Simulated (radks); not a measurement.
Species: Tb. Configuration: [Xe] 4f9 6s1 5d1 (not the ground configuration).

All-electron calculation, non-relativistic Kohn-Sham, r2SCAN, spin-polarised, spherical densities, point nucleus; open shells are filled with parallel spins first (spin-orbit coupling, left out, can overturn this in heavy ions); meta-GGA in the generalised Kohn-Sham scheme; relativity is left out, which matters for an element this heavy. Program: a radial shooting solver on a logarithmic mesh with Libxc functionals.

Energy parts (eV):
part                      energy
total                 -305589.16
kinetic                305498.52
electron-nucleus      -725927.99
Hartree                121548.90
exchange-correlation    -6708.59

Orbitals (lengths in bohr, moments of r in powers of bohr; r(max) is where P^2 peaks):
orbital  occ.  eigenvalue (eV)      <r^4>      <r>   r(max)
1s up       1        -48689.04  1.339e-06  0.02334  0.01547
1s down     1        -48689.03  1.339e-06  0.02334  0.01547
2s up       1        -7793.629  0.0002251  0.09924  0.08467
2s down     1        -7793.583  0.0002250  0.09924  0.08467
2p up       3        -7416.268  0.0001435  0.08417  0.06595
2p down     3        -7416.229  0.0001434  0.08417  0.06594
3s up       1        -1724.961   0.008296   0.2555   0.2353
3s down     1        -1721.940   0.008265   0.2552   0.2352
3p up       3        -1556.156   0.007591   0.2454   0.2228
3p down     3        -1553.385   0.007558   0.2452   0.2227
3d up       5        -1242.422   0.005469   0.2177   0.1780
3d down     5        -1240.399   0.005435   0.2175   0.1779
4s up       1        -338.3790     0.2042   0.5767   0.5368
4s down     1        -332.7383     0.2045   0.5769   0.5367
4p up       3        -271.3664     0.2342   0.5903   0.5420
4p down     3        -265.6867     0.2350   0.5906   0.5419
4d up       5        -152.0348     0.3339   0.6249   0.5486
4d down     5        -146.3101     0.3384   0.6260   0.5486
4f up       7          -6.8360      2.903   0.8403   0.5457
4f down     2          -1.6395      5.538   0.8943   0.5484
5s up       1         -41.6308      7.858    1.424    1.264
5s down     1         -39.2035      8.439    1.450    1.280
5p up       3         -23.9500      14.33    1.618    1.386
5p down     3         -21.9675      15.04    1.645    1.408
5d up       1          -1.3609      593.0    3.465    2.072
6s up       1          -3.4704      863.2    4.561    3.890

The highest occupied level is 5d up at -1.361 eV. Spin moment in Bohr magnetons: 7. Summed over all electrons, <r^2> = 79.66 bohr^2, which gives a Langevin (diamagnetic) susceptibility term of -63.1 x 10^-6 cm^3/mol.

Empty levels of this run are not shown, since the potential may be unsettled where no density lies.
